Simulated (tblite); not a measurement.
Species: C₅H₈O₂SSi.
Numbering: `[O:1]=[CH:2]/[CH:3]=[CH:4]/[Si@H:5]1[O:6][CH2:7][CH2:8][S:9]1` (hydrogens: H10 on C2; H11 on C3; H12 on C4; H13 on Si5; H14, H15 on C7; H16, H17 on C8)

Computed with GFN2-xTB (tblite), gas phase: L-BFGS steps from a force-field or distance-geometry start until the largest atomic force falls under 0.01 eV/Å.

At the end of the run (lengths in Å): C4–Si5 1.876, Si5–O6 1.626, O6–C7 1.402, Si5–H13 1.455, O1=C2 1.204, Si5–S9 2.155, C3–H11 1.081, C4–Si5–S9 114.3°, C4–Si5–O6 109.1°, Si5–O6–C7 117.6°, O1–C2–C3 125.0°, O1–C2–C3–C4 -178°, C2–C3–C4–Si5 180°, C3–C4–Si5–O6 -4°, H12–C4–Si5–O6 177°, H16–C8–C7–O6 163°.

Problem. These geometries were met on the way; a selection of coordinates is given. Order them by energy above the end point, lowest first.
A. C4–Si5 1.871, Si5–O6 1.629, O6–C7 1.407, Si5–H13 1.456, O1=C2 1.204, Si5–S9 2.153, C3–H11 1.079, C4–Si5–S9 108.7°, C4–Si5–O6 113.2°, Si5–O6–C7 115.7°, O1–C2–C3 125.1°, O1–C2–C3–C4 -178°, C2–C3–C4–Si5 -178°, C3–C4–Si5–O6 0°, H12–C4–Si5–O6 -176°, H16–C8–C7–O6 166°
B. C4–Si5 1.830, Si5–O6 1.673, O6–C7 1.431, Si5–H13 1.477, O1=C2 1.221, Si5–S9 2.141, C3–H11 1.094, C4–Si5–S9 107.6°, C4–Si5–O6 113.3°, Si5–O6–C7 113.3°, O1–C2–C3 122.1°, O1–C2–C3–C4 180°, C2–C3–C4–Si5 -179°, C3–C4–Si5–O6 3°, H12–C4–Si5–O6 -178°, H16–C8–C7–O6 169°
C. C4–Si5 1.868, Si5–O6 1.624, O6–C7 1.404, Si5–H13 1.454, O1=C2 1.206, Si5–S9 2.158, C3–H11 1.083, C4–Si5–S9 106.8°, C4–Si5–O6 113.6°, Si5–O6–C7 115.5°, O1–C2–C3 123.8°, O1–C2–C3–C4 -179°, C2–C3–C4–Si5 180°, C3–C4–Si5–O6 3°, H12–C4–Si5–O6 -176°, H16–C8–C7–O6 168°
D. C4–Si5 1.876, Si5–O6 1.627, O6–C7 1.404, Si5–H13 1.455, O1=C2 1.204, Si5–S9 2.154, C3–H11 1.080, C4–Si5–S9 110.7°, C4–Si5–O6 112.7°, Si5–O6–C7 116.6°, O1–C2–C3 125.4°, O1–C2–C3–C4 -179°, C2–C3–C4–Si5 -178°, C3–C4–Si5–O6 0°, H12–C4–Si5–O6 -178°, H16–C8–C7–O6 166°
E. C4–Si5 1.859, Si5–O6 1.641, O6–C7 1.419, Si5–H13 1.466, O1=C2 1.186, Si5–S9 2.148, C3–H11 1.090, C4–Si5–S9 106.9°, C4–Si5–O6 113.5°, Si5–O6–C7 114.4°, O1–C2–C3 123.5°, O1–C2–C3–C4 -179°, C2–C3–C4–Si5 180°, C3–C4–Si5–O6 4°, H12–C4–Si5–O6 -177°, H16–C8–C7–O6 169°

Solution. D (0.015 eV), A (0.027 eV), C (0.047 eV), E (0.089 eV), B (0.158 eV).

| step | E above end (eV) | rms distance from the end, all atoms (Å) | largest force (eV/Å) | rms shift of all bonds from the end (Å) |
| --- | --- | --- | --- | --- |
| 15 | 0.015 | 0.111 | 0.080 | 0.001 |
| 7 | 0.027 | 0.125 | 0.136 | 0.003 |
| 3 | 0.047 | 0.131 | 0.272 | 0.003 |
| 1 | 0.089 | 0.133 | 1.562 | 0.010 |
| 0 | 0.158 | 0.135 | 1.763 | 0.020 |

Rows stand in the order of the answer.
